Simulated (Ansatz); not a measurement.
CHBF$_{4}$O (`FBOC(F)(F)F`) at its PBE0-D4/def2-TZVP geometry, where that method's forces vanish. Total charge 0; spin multiplicity 1.

```xyz
8

F    -0.8824    1.0606   -1.3198
B    -0.3245   -0.1297   -1.3394
O     0.2482   -0.6541   -0.2134
C     0.2970   -0.0268    0.9870
F     0.9178   -0.8166    1.8458
F     0.9642    1.1213    0.9137
F    -0.9206    0.2299    1.4562
H    -0.2998   -0.7846   -2.3301
```

(1) What forces (eV/Å) does PBE-D4/def2-TZVPP give on these atoms in Ansatz? (Estimate.)

## Answers

(1) Computed: 
```
F1  -0.290  0.584 -0.045
B2   0.069 -0.287 -0.230
O3   0.164 -0.602 -0.420
C4  -0.015 -0.041 -0.118
F5   0.489 -0.634  0.657
F6   0.533  0.889 -0.069
F7  -0.957  0.184  0.360
H8   0.006 -0.095 -0.134
```
